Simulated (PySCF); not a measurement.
Working out the ionisation energy of Te(2+)

Te(2+) [Kr] 4d10 5s2 5p2 (3P) → Te(3+) [Kr] 4d10 5s2 5p1 (2P). Computed with PySCF 2.14 in def2-TZVPPD with the def2 core potential (28 electrons) (7s6p4d2f, 59 functions), with a scalar-relativistic core potential. Frozen: 4s2 4p6 4d10. Energies in hartree (1 hartree = 27.21139 eV):

```
            part  Te(2+) (lower)  Te(3+) (upper)
             UHF     -266.047076     -265.055970
CCSD correlation       -0.061244       -0.047902
             (T)       -0.001272       -0.000561
```

What does Hartree-Fock give?

(-265.055970) − (-266.047076) = 0.991106 hartree = 26.969 eV.

What do CCSD and CCSD(T) give?

The CCSD correlation energies differ by 0.013342 hartree = 0.363 eV and the triples by 0.000711 hartree = 0.019 eV, so CCSD gives 27.332 eV and CCSD(T) 27.351 eV.

Reference: 27.84 ± 0.04 eV (measured; NIST Atomic Spectra Database, ionization energies), between the lowest levels; spin-orbit coupling is absent from the calculation.

What remains against the reference includes basis incompleteness, the frozen core and higher excitations.
